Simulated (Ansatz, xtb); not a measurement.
A geometry optimisation of ClFGeHSi+ with r2SCAN-D4/def2-SVP

The starting geometry of this gas-phase singlet has its atoms placed at random.

```yaml
atoms:
  - { symbol: Cl, position_ang: [0.4798, -0.8865, -1.6215] }
  - { symbol: F, position_ang: [-0.9685, -0.7149, -1.0351] }
  - { symbol: Ge, position_ang: [0.3970, 1.0300, 1.1998] }
  - { symbol: Si, position_ang: [-0.7328, 1.0737, -0.5856] }
  - { symbol: H, position_ang: [0.8055, 1.3132, -0.3670] }
```

Question: Guess where an optimisation with r2SCAN-D4/def2-SVP ends from this start.

Answer: It ends as a structure with Cl1 bridging Si4 and Ge3, F2 bridging Ge3 and Si4, H5 bridging Ge3 and Si4, given below by its coordinates. Distances that change by over a tenth: F2–Ge3 (3.15 → 2.08 Å), Ge3–Si4 (2.11 → 2.69 Å). Contacts that open: Cl1–F2 (1.57 → 2.75 Å). Contacts that close: Cl1–Ge3 (3.41 → 2.37 Å), Cl1–Si4 (2.53 → 2.34 Å).

The energy falls by 8.66 eV over 28 steps:

```json
{"step": "1", "E − E(last) (eV)": "8.663"}
{"step": "4", "E − E(last) (eV)": "6.692"}
{"step": "7", "E − E(last) (eV)": "5.522"}
{"step": "10", "E − E(last) (eV)": "4.512"}
{"step": "13", "E − E(last) (eV)": "1.296"}
{"step": "16", "E − E(last) (eV)": "0.710"}
{"step": "19", "E − E(last) (eV)": "0.504"}
{"step": "22", "E − E(last) (eV)": "0.062"}
{"step": "25", "E − E(last) (eV)": "0.000"}
{"step": "28", "E − E(last) (eV)": "0.000"}
```

Final geometry (Å):

```yaml
atoms:
  - { symbol: Cl, position_ang: [0.7997, -0.8837, -1.4215] }
  - { symbol: F, position_ang: [-1.2440, 0.1078, 0.1209] }
  - { symbol: Ge, position_ang: [0.7568, 0.1807, 0.6971] }
  - { symbol: Si, position_ang: [-0.7592, 0.8621, -1.4203] }
  - { symbol: H, position_ang: [0.4279, 1.5486, -0.3856] }
```

From the same start GFN2-xTB ends elsewhere, in pieces: GeHSi + ClF.

From so rough a start the end depends on the optimiser's path, so another program may land elsewhere. The end wasn't checked by frequencies. Run with Ansatz 0.2.0, 57 s on 2 threads of Intel(R) Xeon(R) Platinum 8259CL CPU @ 2.50GHz (Skylake/Cascade Lake), on a shared host.
